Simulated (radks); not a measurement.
Task: The beryllium ion Be3+, 1s1. Calculated with a radial shooting solver on a logarithmic mesh with Libxc functionals: non-relativistic Kohn-Sham, exchange-only LDA, spin-polarised, spherical densities, point nucleus. Every spin shell is full or empty, so the densities are truly spherical. Functionals are evaluated on that one density, not self-consistently. Rank these exchange functionals by their error against the exact value of the orbitals, and give that value: LDA, B88, PBE, PBEsol, revPBE, RPBE, B86b, TPSS, Tao-Mo.

Result: Exact: -1.23241 hartree. From best to worst, with 100 (|E| - |E exact|)/|E exact| (equal figures are ties): TPSS +0.04, Tao-Mo +0.06, RPBE -0.32, revPBE -0.54, B88 -0.79, B86b -1.05, PBE -2.00, PBEsol -6.27, LDA -14.19.
